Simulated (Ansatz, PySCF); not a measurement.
System: sum formula H$_{3}$SiO, net charge 0, doublet state. It need not be the lowest isomer of its formula. 
Structure (B3LYP-D3(BJ)/def2-TZVP (Ansatz, a program for electronic structure) minimum search):
```
Si
O 1 1.6585
H 2 0.9610 1 118.01
H 1 1.4847 2 105.38 3 -170.63
H 1 1.4946 4 110.37 2 -119.93
```
Charge 0, spin multiplicity 2.

Dipole moments at this geometry, in debye (magnitudes).

| level | program | dipole (D) |
|---|---|---|
| r2SCAN/def2-TZVPD | Ansatz | 1.28 |
| B97M-V/def2-TZVPD | Ansatz | 1.34 |
| r2SCANh/def2-TZVPD | Ansatz | ? |
| M06-2X/def2-TZVPD | PySCF | 1.31 |
| HSE06/def2-TZVPD | Ansatz | 1.28 |
| CCSD(T)/aug-cc-pV(D+d)Z | Ansatz | ? |

### Question
Some entries are withheld; supply them.

### Answer

- r2SCANh/def2-TZVPD, dipole (D): 1.29
- CCSD(T)/aug-cc-pV(D+d)Z, dipole (D): 1.28
